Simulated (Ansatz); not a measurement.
Input file for Ansatz (an electronic-structure program): U-B3LYP/cc-pVTZ on BeH2 (SMILES [BeH2]), a point of a bond scan (R = 1.197 Å).

Ansatz 0.2 input:
```yaml
crystal:
  periodic: [false, false, false]
  atoms:
    - {symbol: Be, position_ang: [0.00000000, 0.00000000, 0.00000000]}
    - {symbol: H, position_ang: [0.00000000, 0.00000000, -1.19707825]}
    - {symbol: H, position_ang: [0.00000000, 0.00000000, 1.19707825]}
basis:
  gaussian:
    orbitals: cc-pVTZ
hamiltonian:
  xc: {name: B3LYP}
magnetization: {spin_polarized: true, initial_magnetization: 0}
```

The head of its log:

```
WARN ansatz: RAYON_NUM_THREADS=2 ignored (pool sized by the plan → 2); use --threads N
Functional definition: B3LYP
integrals: 0.00 GiB planned
282 factors; their error is unknown
mean field: 0.11 GiB planned
mean field evaluation 1: about -432.5154 eV, gradient 8.4e0 eV
mean field evaluation 2: about -432.9781 eV, gradient 2.2e0 eV
```

Problem. Give the final energy of this run.

Solution. -15.9128 hartree.
